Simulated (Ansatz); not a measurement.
Ansatz (a quantum-chemistry and plane-wave program) input for In(H)(OH)(OEt) (C2H7InO2), SMILES CC[O][InH][OH], r2SCAN-D4/def2-SVP. 

Ansatz 0.2 input:
```yaml
crystal:
  periodic: [false, false, false]
  atoms:
    - {symbol: In, position_ang: [0.03180668, -0.25907108, 0.75200641]}
    - {symbol: H, position_ang: [-0.05716384, -1.47028992, 1.92785604]}
    - {symbol: O, position_ang: [1.05508763, 1.40146506, 0.83764859]}
    - {symbol: H, position_ang: [1.51703145, 1.61608764, 1.64511845]}
    - {symbol: O, position_ang: [-1.09584828, -0.44519941, -0.85795553]}
    - {symbol: C, position_ang: [-0.87429124, 0.39386587, -1.95993982]}
    - {symbol: C, position_ang: [0.46536865, 0.12049708, -2.63436828]}
    - {symbol: H, position_ang: [-1.69545871, 0.19527791, -2.66152868]}
    - {symbol: H, position_ang: [-0.92278786, 1.45506927, -1.66938347]}
    - {symbol: H, position_ang: [0.53244646, -0.92934547, -2.91544596]}
    - {symbol: H, position_ang: [0.57938611, 0.74032332, -3.52093618]}
    - {symbol: H, position_ang: [1.26763990, 0.35105731, -1.92569052]}
basis:
  gaussian:
    orbitals: def2-SVP
hamiltonian:
  xc: r2scan
  dispersion: d4
relax: {f_tol: 0.002, max_steps: 200}
```

Program output:

```
WARN ansatz: RAYON_NUM_THREADS=1 ignored (pool sized by the plan → 1); use --threads N
Functional definition: r2SCAN
integrals: 0.07 GiB planned
1324 factors; their error is unknown
mean field: 0.37 GiB planned
mean field evaluation 1: about -11435.2879 eV, gradient 8.3e1 eV
mean field evaluation 2: about -11354.5062 eV, gradient 1.9e2 eV
mean field evaluation 4: about -11449.1233 eV, gradient 1.7e1 eV
mean field evaluation 8: about -11449.7224 eV, gradient 1.8e-1 eV
mean field evaluation 16: about -11449.6853 eV, gradient 1.5e-3 eV
mean field -11449.68531415 eV, -420.7681744194 hartree, gradient 4.9e-5 eV, S^2 0.000000; 0 other end points of the search recorded, 0 dependent functions left out
the calculation of the forces begins
reference -11449.68533005 eV, -420.7681750040 hartree; 28, 28 occupied and 89, 89 virtual orbitals, 1324 factors
relax step   1: F+E_penalty+E_count = -11449.74280210 eV  Δ(F+E_penalty+E_count) = +0.000e0 eV  max|allowed force component| = 8.977e-1 eV/Å  Δτ_max = 0.0000 Å  (29 SCF iters, accepted)
these checks for a lower state are left out or cut short: starts, cluster_reference, orbital_swaps, neighbouring_geometries, increment
integrals: 0.07 GiB planned
1324 factors; their error is unknown
mean field: 0.37 GiB planned
mean field -11449.76808397 eV, -420.7712161544 hartree, gradient 1.0e-5 eV, S^2 0.000000; 0 other end points of the search recorded, 0 dependent functions left out
the calculation of the forces begins
reference -11449.76809977 eV, -420.7712167350 hartree; 28, 28 occupied and 89, 89 virtual orbitals, 1324 factors
relax step   2: F+E_penalty+E_count = -11449.82531310 eV  Δ(F+E_penalty+E_count) = -8.251e-2 eV  max|allowed force component| = 2.592e-1 eV/Å  Δτ_max = 0.1105 Å  (32 SCF iters, accepted)
these checks for a lower state are left out or cut short: starts, cluster_reference, orbital_swaps, neighbouring_geometries, increment
integrals: 0.07 GiB planned
1324 factors; their error is unknown
mean field: 0.37 GiB planned
mean field evaluation 32: about -11449.7791 eV, gradient 2.3e-5 eV
mean field -11449.77912383 eV, -420.7716218616 hartree, gradient 2.3e-5 eV, S^2 0.000000; 0 other end points of the search recorded, 0 dependent functions left out
the calculation of the forces begins
reference -11449.77913955 eV, -420.7716224394 hartree; 28, 28 occupied and 89, 89 virtual orbitals, 1324 factors
relax step   3: F+E_penalty+E_count = -11449.83659684 eV  Δ(F+E_penalty+E_count) = -1.128e-2 eV  max|allowed force component| = 1.425e-1 eV/Å  Δτ_max = 0.0714 Å  (31 SCF iters, accepted)
these checks for a lower state are left out or cut short: starts, cluster_reference, orbital_swaps, neighbouring_geometries, increment
integrals: 0.07 GiB planned
1324 factors; their error is unknown
mean field: 0.37 GiB planned
mean field -11449.78258373 eV, -420.7717490109 hartree, gradient 2.1e-5 eV, S^2 0.000000; 0 other end points of the search recorded, 0 dependent functions left out
the calculation of the forces begins
reference -11449.78259939 eV, -420.7717495861 hartree; 28, 28 occupied and 89, 89 virtual orbitals, 1324 factors
relax step   4: F+E_penalty+E_count = -11449.84025813 eV  Δ(F+E_penalty+E_count) = -3.661e-3 eV  max|allowed force component| = 6.633e-2 eV/Å  Δτ_max = 0.0772 Å  (31 SCF iters, accepted)
these checks for a lower state are left out or cut short: starts, cluster_reference, orbital_swaps, neighbouring_geometries, increment
integrals: 0.07 GiB planned
1324 factors; their error is unknown
mean field: 0.37 GiB planned
mean field -11449.78391787 eV, -420.7717980393 hartree, gradient 7.2e-6 eV, S^2 0.000000; 0 other end points of the search recorded, 0 dependent functions left out
the calculation of the forces begins
reference -11449.78393346 eV, -420.7717986122 hartree; 28, 28 occupied and 89, 89 virtual orbitals, 1324 factors
relax step   5: F+E_penalty+E_count = -11449.84175478 eV  Δ(F+E_penalty+E_count) = -1.497e-3 eV  max|allowed force component| = 9.073e-2 eV/Å  Δτ_max = 0.1017 Å  (32 SCF iters, accepted)
these checks for a lower state are left out or cut short: starts, cluster_reference, orbital_swaps, neighbouring_geometries, increment
integrals: 0.07 GiB planned
1324 factors; their error is unknown
mean field: 0.37 GiB planned
mean field -11449.78538111 eV, -420.7718518125 hartree, gradient 2.3e-5 eV, S^2 0.000000; 0 other end points of the search recorded, 0 dependent functions left out
the calculation of the forces begins
reference -11449.78539672 eV, -420.7718523863 hartree; 28, 28 occupied and 89, 89 virtual orbitals, 1324 factors
relax step   6: F+E_penalty+E_count = -11449.84319001 eV  Δ(F+E_penalty+E_count) = -1.435e-3 eV  max|allowed force component| = 5.327e-2 eV/Å  Δτ_max = 0.0317 Å  (31 SCF iters, accepted)
these checks for a lower state are left out or cut short: starts, cluster_reference, orbital_swaps, neighbouring_geometries, increment
integrals: 0.07 GiB planned
1324 factors; their error is unknown
mean field: 0.37 GiB planned
mean field -11449.78597504 eV, -420.7718736389 hartree, gradient 1.9e-5 eV, S^2 0.000000; 0 other end points of the search recorded, 0 dependent functions left out
the calculation of the forces begins
reference -11449.78599067 eV, -420.7718742133 hartree; 28, 28 occupied and 89, 89 virtual orbitals, 1324 factors
relax step   7: F+E_penalty+E_count = -11449.84374568 eV  Δ(F+E_penalty+E_count) = -5.557e-4 eV  max|allowed force component| = 5.466e-2 eV/Å  Δτ_max = 0.0408 Å  (31 SCF iters, accepted)
these checks for a lower state are left out or cut short: starts, cluster_reference, orbital_swaps, neighbouring_geometries, increment
integrals: 0.07 GiB planned
1324 factors; their error is unknown
mean field: 0.37 GiB planned
mean field evaluation 64: about -11449.7869 eV, gradient 2.4e-1 eV
mean field -11449.78702057 eV, -420.7719120614 hartree, gradient 1.3e-5 eV, S^2 0.000000; 0 other end points of the search recorded, 0 dependent functions left out
the calculation of the forces begins
reference -11449.78703618 eV, -420.7719126354 hartree; 28, 28 occupied and 89, 89 virtual orbitals, 1324 factors
relax step   8: F+E_penalty+E_count = -11449.84480181 eV  Δ(F+E_penalty+E_count) = -1.056e-3 eV  max|allowed force component| = 2.756e-2 eV/Å  Δτ_max = 0.0320 Å  (31 SCF iters, accepted)
these checks for a lower state are left out or cut short: starts, cluster_reference, orbital_swaps, neighbouring_geometries, increment
integrals: 0.07 GiB planned
1324 factors; their error is unknown
mean field: 0.37 GiB planned
mean field -11449.78740057 eV, -420.7719260264 hartree, gradient 1.9e-5 eV, S^2 0.000000; 0 other end points of the search recorded, 0 dependent functions left out
the calculation of the forces begins
reference -11449.78741620 eV, -420.7719266007 hartree; 28, 28 occupied and 89, 89 virtual orbitals, 1324 factors
relax step   9: F+E_penalty+E_count = -11449.84513964 eV  Δ(F+E_penalty+E_count) = -3.378e-4 eV  max|allowed force component| = 8.789e-2 eV/Å  Δτ_max = 0.0442 Å  (31 SCF iters, accepted)
these checks for a lower state are left out or cut short: starts, cluster_reference, orbital_swaps, neighbouring_geometries, increment
integrals: 0.07 GiB planned
1324 factors; their error is unknown
mean field: 0.37 GiB planned
mean field -11449.78792312 eV, -420.7719452298 hartree, gradient 1.0e-5 eV, S^2 0.000000; 0 other end points of the search recorded, 0 dependent functions left out
the calculation of the forces begins
reference -11449.78793874 eV, -420.7719458036 hartree; 28, 28 occupied and 89, 89 virtual orbitals, 1324 factors
relax step  10: F+E_penalty+E_count = -11449.84568813 eV  Δ(F+E_penalty+E_count) = -5.485e-4 eV  max|allowed force component| = 3.686e-2 eV/Å  Δτ_max = 0.0412 Å  (31 SCF iters, accepted)
these checks for a lower state are left out or cut short: starts, cluster_reference, orbital_swaps, neighbouring_geometries, increment
integrals: 0.07 GiB planned
1324 factors; their error is unknown
mean field: 0.37 GiB planned
mean field -11449.78806737 eV, -420.7719505307 hartree, gradient 9.9e-6 eV, S^2 0.000000; 0 other end points of the search recorded, 0 dependent functions left out
the calculation of the forces begins
reference -11449.78808299 eV, -420.7719511047 hartree; 28, 28 occupied and 89, 89 virtual orbitals, 1324 factors
relax step  11: F+E_penalty+E_count = -11449.84582307 eV  Δ(F+E_penalty+E_count) = -1.349e-4 eV  max|allowed force component| = 1.824e-2 eV/Å  Δτ_max = 0.0191 Å  (32 SCF iters, accepted)
these checks for a lower state are left out or cut short: starts, cluster_reference, orbital_swaps, neighbouring_geometries, increment
integrals: 0.07 GiB planned
1324 factors; their error is unknown
mean field: 0.37 GiB planned
mean field evaluation 96: about -11449.7881 eV, gradient 1.0e-5 eV
mean field -11449.78809245 eV, -420.7719514524 hartree, gradient 1.0e-5 eV, S^2 0.000000; 0 other end points of the search recorded, 0 dependent functions left out
the calculation of the forces begins
reference -11449.78810807 eV, -420.7719520264 hartree; 28, 28 occupied and 89, 89 virtual orbitals, 1324 factors
relax step  12: F+E_penalty+E_count = -11449.84584594 eV  Δ(F+E_penalty+E_count) = -2.287e-5 eV  max|allowed force component| = 9.392e-3 eV/Å  Δτ_max = 0.0163 Å  (31 SCF iters, accepted)
these checks for a lower state are left out or cut short: starts, cluster_reference, orbital_swaps, neighbouring_geometries, increment
integrals: 0.07 GiB planned
1324 factors; their error is unknown
mean field: 0.37 GiB planned
mean field -11449.78809446 eV, -420.7719515261 hartree, gradient 1.0e-5 eV, S^2 0.000000; 0 other end points of the search recorded, 0 dependent functions left out
the calculation of the forces begins
reference -11449.78811007 eV, -420.7719521001 hartree; 28, 28 occupied and 89, 89 virtual orbitals, 1324 factors
relax step  13: F+E_penalty+E_count = -11449.84584677 eV  Δ(F+E_penalty+E_count) = -8.346e-7 eV  max|allowed force component| = 1.175e-2 eV/Å  Δτ_max = 0.0067 Å  (32 SCF iters, accepted)
these checks for a lower state are left out or cut short: starts, cluster_reference, orbital_swaps, neighbouring_geometries, increment
integrals: 0.07 GiB planned
1324 factors; their error is unknown
mean field: 0.37 GiB planned
mean field -11449.78812144 eV, -420.7719525179 hartree, gradient 1.0e-5 eV, S^2 0.000000; 0 other end points of the search recorded, 0 dependent functions left out
the calculation of the forces begins
reference -11449.78813706 eV, -420.7719530920 hartree; 28, 28 occupied and 89, 89 virtual orbitals, 1324 factors
relax step  14: F+E_penalty+E_count = -11449.84587233 eV  Δ(F+E_penalty+E_count) = -2.556e-5 eV  max|allowed force component| = 3.052e-3 eV/Å  Δτ_max = 0.0084 Å  (32 SCF iters, accepted)
these checks for a lower state are left out or cut short: starts, cluster_reference, orbital_swaps, neighbouring_geometries, increment
integrals: 0.07 GiB planned
1324 factors; their error is unknown
mean field: 0.37 GiB planned
mean field -11449.78812330 eV, -420.7719525862 hartree, gradient 1.7e-5 eV, S^2 0.000000; 0 other end points of the search recorded, 0 dependent functions left out
the calculation of the forces begins
reference -11449.78813892 eV, -420.7719531602 hartree; 28, 28 occupied and 89, 89 virtual orbitals, 1324 factors
relax step  15: F+E_penalty+E_count = -11449.84587394 eV  Δ(F+E_penalty+E_count) = -1.616e-6 eV  max|allowed force component| = 1.736e-3 eV/Å  Δτ_max = 0.0023 Å  (23 SCF iters, accepted)
integrals: 0.07 GiB planned
1324 factors; their error is unknown
mean field: 0.37 GiB planned
mean field evaluation 128: about -11449.8327 eV, gradient 4.2e-2 eV
mean field -11449.78812330 eV, -420.7719525862 hartree, gradient 1.7e-5 eV, S^2 0.000000; 1 other end points of the search recorded, 0 dependent functions left out
the calculation of the forces begins
reference -11449.78813892 eV, -420.7719531602 hartree; 28, 28 occupied and 89, 89 virtual orbitals, 1324 factors
Total energy: -11449.84588956 eV, -420.7740754572 hartree
Atom 0 at    -0.038523    -0.305010     0.813308 Å, force    -0.000169    -0.000300    -0.000063 eV/Å
Atom 1 at    -0.246298    -1.369832     2.126221 Å, force    -0.000007    -0.000121     0.000190 eV/Å
Atom 2 at     1.217640     1.252494     0.632871 Å, force     0.000999     0.000459     0.000095 eV/Å
Atom 3 at     1.749900     1.394142     1.428132 Å, force    -0.000905    -0.000250    -0.000476 eV/Å
Atom 4 at    -1.131014    -0.467684    -0.851346 Å, force    -0.000101    -0.000288     0.000677 eV/Å
Atom 5 at    -0.927491     0.349041    -1.983071 Å, force     0.000912     0.000978    -0.001736 eV/Å
Atom 6 at     0.478067     0.238189    -2.552084 Å, force    -0.001207     0.000163     0.000893 eV/Å
Atom 7 at    -1.664184     0.029503    -2.746289 Å, force     0.000433     0.000185     0.000665 eV/Å
Atom 8 at    -1.148286     1.414336    -1.760896 Å, force     0.000111    -0.000836    -0.000069 eV/Å
Atom 9 at     0.711010    -0.811732    -2.795003 Å, force     0.000006     0.000300     0.000089 eV/Å
Atom 10 at     0.585169     0.835656    -3.472680 Å, force     0.000040    -0.000133     0.000022 eV/Å
Atom 11 at     1.217225     0.610635    -1.821781 Å, force    -0.000111    -0.000157    -0.000287 eV/Å
Dipole moment:     0.200005    -0.054270     0.414497 e Å
```

Self-consistency was reached.

Cost: roughly 100 core-seconds.
